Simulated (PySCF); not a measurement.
## `C(CC)#C[Si@@H](Cl)P[SiH3]`, C4H10ClPSi2

Geometry:
```tsv
atom	x (Å)	y (Å)	z (Å)
C1	-2.402	-1.921	-1.520
C2	-2.441	-3.443	-1.393
C3	-1.243	-4.088	-1.905
C4	-0.231	-4.606	-2.348
Si5	1.331	-5.237	-3.025
Cl6	1.014	-7.026	-4.021
P7	2.063	-3.701	-4.495
Si8	2.046	-2.020	-2.973
H9	-3.327	-1.480	-1.120
H10	-1.551	-1.501	-0.964
H11	-2.300	-1.617	-2.571
H12	-3.312	-3.849	-1.936
H13	-2.577	-3.738	-0.338
H14	2.300	-5.513	-1.930
H15	3.443	-4.023	-4.296
H16	0.692	-1.396	-2.992
H17	3.065	-1.015	-3.403
H18	2.361	-2.467	-1.581
```

Level of theory: TDDFT CAM-B3LYP/def2-SVPD circular dichroism and optical rotation, one conformer, gas phase (PySCF). Geometry: PBE0-D3(BJ)/def2-SVP.

The molecule is flexible and this is one conformer; a measurement averages over conformers.

Task: Draw the ECD and absorption spectra from the lowest 8 states, each a Gaussian of half-width 0.25 eV at 1/e height.

Result: 
```tsv
E (eV)	λ (nm)	Δε (L mol⁻¹ cm⁻¹)	ε (L mol⁻¹ cm⁻¹)
5.06	245	-0.06	2.32
5.21	238	-0.44	18
5.36	231	-1.66	70.5
5.51	225	-3.22	157
5.66	219	-3.69	272
5.81	213	-3.48	432
5.96	208	-3.62	521
6.11	203	-4.85	749
6.26	198	-5.00	2290
6.41	193	+1.30	5940
6.56	189	+5.84	9510
6.71	185	+4.54	9700
6.86	181	+15.87	7630
```
Δε uses R in velocity form, ε uses f in length form. Only the states computed contribute, so the short-wavelength end is incomplete.
